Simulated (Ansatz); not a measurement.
Consider the substitution at a C–N bond: `CN(C)BN` + `[NH2][W]([OH])(=[S])=[S]` → `C[O][W]([NH2])(=[S])=[S]` + `CNBN`.

Calculated with Ansatz (gas phase, PBE0-D4/def2-TZVP geometries, no zero-point term in ΔE). CCSD(T)/CBS is the MP2 limit (def2-TZVPP, def2-QZVPP) plus CCSD(T) − MP2 in def2-TZVPP, frozen cores. Functionals use def2-TZVPP. def2 core potentials past Kr. For W outer-core shells are correlated without core-valence functions, which leaves a few kJ/mol of doubt a bond. One conformer a species, not always the lowest.

```
         level  ΔE (kcal/mol)
       BLYP-D4            2.9
 HF/def2-QZVPP            1.1
MP2/def2-QZVPP            4.9
  HF/CBS(def2)            1.1
```

(1) What does CCSD(T)/CBS give? (Best estimate.)

Largest T1 diagnostic among the species: 0.022, so the coupled-cluster value is less sure than usual.

Results:

(1) The calculation gave: +4.7 kcal/mol. The listed levels differ from it by -1.8, -3.6, 0.2, -3.6 kcal/mol.

In def2-TZVPP, CCSD(T) changes the Hartree–Fock value by +3.1 kcal/mol (the triples alone add +0.1 kcal/mol) and MP2 by +3.4 kcal/mol. From BLYP to BHLYP (50 % exact exchange), in def2-TZVPP and without D4, ΔE moves by +0.8 kcal/mol. At CCSD(T), def2-SVP lies −2.0 kcal/mol from the extrapolated value and def2-TZVPP −0.5 kcal/mol.
